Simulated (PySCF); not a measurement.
Job file and geometry (Å, from GFN2-xTB) of an NMR shielding run on `C=C(BN)[C@H](F)CC`, C5H11BFN, GIAO PBE0/pcSseg-1 NMR shielding, non-relativistic, gas phase in PySCF 2.14.0, density-fitted response routines; density fitting, a coarse starting grid and PySCF grid level 2 are the driver's defaults:

```
$ OMP_NUM_THREADS=1 python probes_run.py task.json out

{"job": {"kind": "nmr", "xc": "PBE0", "basis": "pcSseg-1"}, "charge": 0, "multiplicity": 1}
C      0.861537    -2.189606    -0.840785
C      0.802651    -1.052680    -0.149327
B      2.097320    -0.254296     0.235161
N      2.044129     0.899704     0.995143
C     -0.545000    -0.512010     0.265821
F     -1.522898    -1.498288     0.229328
C     -0.992203     0.633246    -0.647706
C     -2.231612     1.341563    -0.112332
H     -0.017721    -2.759103    -1.099259
H      1.804803    -2.598163    -1.160144
H      3.145712    -0.637154    -0.121012
H      2.862569     1.419758     1.263260
H      1.196940     1.305062     1.356794
H     -0.522660    -0.182420     1.314240
H     -0.165034     1.336323    -0.755199
H     -1.203296     0.208782    -1.631379
H     -2.566686     2.102262    -0.813567
H     -3.037145     0.625623     0.033140
H     -2.021211     1.820648     0.842658
```

Task: Write the output of this run.

Result: 
```
coarse grid: 15488 points
cycle   1  E = -376.0171917901  dE =  7.829e-01  |g| = 6.180e-01  |ddm| = 3.687e+00
cycle   2  E = -375.9963607568  dE =  2.083e-02  |g| = 7.565e-01  |ddm| = 1.037e+00
cycle   3  E = -376.0981389226  dE = -1.018e-01  |g| = 8.766e-02  |ddm| = 5.590e-01
cycle   4  E = -376.0994956420  dE = -1.357e-03  |g| = 3.207e-02  |ddm| = 9.786e-02
cycle   5  E = -376.0997050512  dE = -2.094e-04  |g| = 9.768e-03  |ddm| = 3.487e-02
cycle   6  E = -376.0997254041  dE = -2.035e-05  |g| = 3.765e-03  |ddm| = 9.810e-03
cycle   7  E = -376.0997288030  dE = -3.399e-06  |g| = 7.945e-04  |ddm| = 3.240e-03
final grid: 148936 points
cycle   8  E = -376.1503270463  dE = -6.144e-05  |g| = 1.028e-02  |ddm| = 3.742e-02
cycle   9  E = -376.1503168959  dE =  1.015e-05  |g| = 1.278e-02  |ddm| = 1.753e-02
cycle  10  E = -376.1503517440  dE = -3.485e-05  |g| = 1.549e-03  |ddm| = 9.331e-03
cycle  11  E = -376.1503521973  dE = -4.533e-07  |g| = 3.285e-04  |ddm| = 1.417e-03
cycle  12  E = -376.1503522157  dE = -1.843e-08  |g| = 1.585e-04  |ddm| = 3.408e-04
cycle  13  E = -376.1503522221  dE = -6.378e-09  |g| = 3.577e-05  |ddm| = 1.603e-04
cycle  14  E = -376.1503522224  dE = -2.913e-10  |g| = 8.845e-06  |ddm| = 3.484e-05
converged SCF energy = -376.1503522224

GIAO shielding tensors (ppm)
atom      isotropic    diamagn.    paramagn.     s11        s22        s33       span
  0 C       46.361     251.278    -204.916    -70.683     42.445    167.322    238.005
  1 C       28.193     262.296    -234.103    -83.480      5.600    162.460    245.939
  2 B       65.253     194.937    -129.684     32.393     50.946    112.420     80.027
  3 N      159.528     318.392    -158.864     67.124    189.193    222.267    155.143
  4 C       87.625     245.854    -158.230     59.571     78.595    124.708     65.137
  5 F      396.151     475.577     -79.426    363.601    396.913    427.938     64.336
  6 C      150.440     251.595    -101.155    139.465    143.195    168.659     29.194
  7 C      172.616     246.463     -73.847    158.313    172.469    187.066     28.753
  8 H       25.078      31.733      -6.655     21.110     23.743     30.381      9.271
  9 H       25.542      30.080      -4.538     22.526     25.064     29.038      6.512
 10 H       26.873      30.376      -3.503     25.526     27.014     28.078      2.553
 11 H       27.472      28.845      -1.373     22.562     24.624     35.231     12.669
 12 H       27.944      34.154      -6.210     22.197     28.407     33.228     11.031
 13 H       26.656      33.864      -7.208     23.656     25.171     31.141      7.486
 14 H       30.149      34.143      -3.994     25.563     30.349     34.536      8.972
 15 H       30.223      32.841      -2.618     26.291     30.148     34.231      7.940
 16 H       30.553      28.191       2.361     26.034     27.688     37.936     11.902
 17 H       30.031      29.314       0.717     25.166     29.449     35.478     10.312
 18 H       30.870      30.200       0.670     26.547     29.116     36.945     10.398
```

Size and cost of the density-fitted run: 191 basis functions, 34 s wall time on 1 thread of an Arm Neoverse V1, shared host; peak memory 0.85 GiB.
